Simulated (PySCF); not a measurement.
`CNNCC(F)(F)F` in a uniform electric field

C3H7F3N2.
Atom-mapped SMILES: `[CH3:1][NH:2][NH:3][CH2:4][C:5]([F:6])([F:7])[F:8]` (hydrogens: H9, H10, H11 on C1; H12 on N2; H13 on N3; H14, H15 on C4)

Structure used (GFN2-xTB), in Å, numbered top down from 1:
```
atom  x, y, z in Å
C1     2.0372    0.4539    0.6617
N2     0.9637   -0.4757    0.3883
N3     0.2849   -0.1429   -0.8041
C4    -1.1062   -0.5237   -0.7585
C5    -1.8688    0.3985    0.1913
F6    -1.6443    1.6918   -0.0557
F7    -1.5924    0.1894    1.4799
F8    -3.1978    0.2097    0.0574
H9     1.6101    1.4533    0.7100
H10    2.8282    0.4446   -0.1008
H11    2.4673    0.1994    1.6276
H12    1.3063   -1.4388    0.3858
H13    0.7341   -0.5021   -1.6475
H14   -1.2803   -1.5550   -0.4077
H15   -1.5463   -0.3943   -1.7495
```

Level: wB97X-D/def2-SVPD (PySCF); nuclei fixed, core orbitals frozen in the response. Permanent dipole (2.483, -2.480, -1.990) D (1 au = 2.5417 D). Static polarisability (au):

```
x   65.71  1.41  3.41
y    1.41 53.77  0.75
z    3.41  0.75 56.12
```

Only the terms in μ and α are kept: μ(F) = μ + αF and ΔE = −μ·F − ½ F·αF.

Task: Apply 0.005 au along ±x, ±y and ±z in turn. Tabulate induced and total dipoles and both energy terms.

Result: 
```csv
field along,induced x (D),induced y (D),induced z (D),total size (D),−μ·F (kJ/mol),−½F·αF (kJ/mol)
+x,0.835,0.018,0.043,4.567,-12.824,-2.157
−x,-0.835,-0.018,-0.043,3.618,+12.824,-2.157
+y,0.018,0.683,0.010,3.661,+12.809,-1.765
−y,-0.018,-0.683,-0.010,4.481,-12.809,-1.765
+z,0.043,0.010,0.713,3.757,+10.278,-1.842
−z,-0.043,-0.010,-0.713,4.411,-10.278,-1.842
```

Task: For the field (-0.0020, -0.0040, 0.0000) au, what is the induced dipole, and what angle does it make with the field?

Result: αF = (-0.348, -0.554, -0.025) D, at 6.0° to the field. The polarisability along this direction, F·αF/F², is 57.29 au, against a mean of 58.53 au.

Task: At what field along the permanent dipole would the induced dipole along it equal the permanent one, in this linear picture?

Result: The polarisability along the dipole is 56.18 au, so F = 1.5872 au / 56.18 au = 0.0283 au = 1.45 V/Å; higher-order terms are ignored.

Task: What field makes μF equal to kT at 200 K?

Result: kT = 0.6334 × 10⁻³ Eh, so F = 0.000399 au = 2.05 MV/cm.

Task: Induction energy −ᾱe²/2R⁴ of a unit charge at 12 Å, the molecule taken as a point?

Result: R = 22.68 bohr, so the energy is −58.5/(2 × 22.68⁴) Eh = -0.291 kJ/mol. The charge–dipole term at its most favourable orientation, −μe/R², is -8.1 kJ/mol.

One conformer (not necessarily the lowest) at the GFN2-xTB geometry, without solvent, vibrations or thermal averaging.

The run behind these numbers computed excited states as well. Time: 53 s of wall time. Hardware: Arm Neoverse V2, one thread, on a shared host.

Note: wB97X-D ran without an empirical dispersion term, which enters the total energy and its gradient alone.
